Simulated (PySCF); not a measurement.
C3H4O2Si, SMILES O=C1CC([SiH2]1)=O.

Geometry optimised at B3LYP-D3(BJ)/def2-SVP. This is a generated structure with no PubChem entry under its InChIKey; it may be hypothetical.

The numbers are results of SMD-ωB97X/6-31G* (PySCF), not measurements.

Solvation free energies are E(SMD) − E(gas) at the gas-phase geometry, for 1 M in both phases. In vacuum the dipole moment is 0.73 D.

Computed solvation free energies in water, toluene, N,N-dimethylformamide:
```
solvent                ΔG(solv) (kcal/mol)  its non-electrostatic (CDS) part  dipole (D)
---------------------  -------------------  --------------------------------  ----------
water                                 -4.4                               5.1        0.94
toluene                               -4.9                              -2.3        0.76
N,N-dimethylformamide                 -7.6                              -2.2        0.74
```
